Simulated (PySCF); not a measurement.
Radial density of Si (silicon, neutral)

M06-2X, [Ne] 3s1 3p2 4s1, high-spin 5P determinant (an excited configuration). All numbers are calculated (PySCF 2.14, the non-relativistic Hamiltonian (point nucleus), in aug-cc-pV(D+d)Z).

| r (bohr) | 4πr²ρ (e/bohr) | 4πr²(ρα − ρβ) |
| --- | --- | --- |
| 0.00161 | 0.05498 | 0.0002 |
| 0.00271 | 0.1513 | 0.0005 |
| 0.00456 | 0.4055 | 0.0012 |
| 0.00768 | 1.053 | 0.0032 |
| 0.0129 | 2.572 | 0.0079 |
| 0.0217 | 5.698 | 0.0172 |
| 0.0365 | 10.69 | 0.0312 |
| 0.0614 | 15.28 | 0.0420 |
| 0.103 | 14.44 | 0.0423 |
| 0.174 | 9.888 | 0.0937 |
| 0.292 | 12.24 | 0.2622 |
| 0.492 | 13.45 | 0.1904 |
| 0.827 | 4.932 | 0.0513 |
| 1.39 | 1.495 | 1.1371 |
| 2.34 | 1.321 | 1.3179 |
| 3.94 | 0.3666 | 0.3666 |
| 6.62 | 0.2017 | 0.2017 |
| 11.1 | 0.003214 | 0.0032 |

The outer electron is Rydberg-like, and this basis confines it to a smaller radius and binds it less than a complete one would.
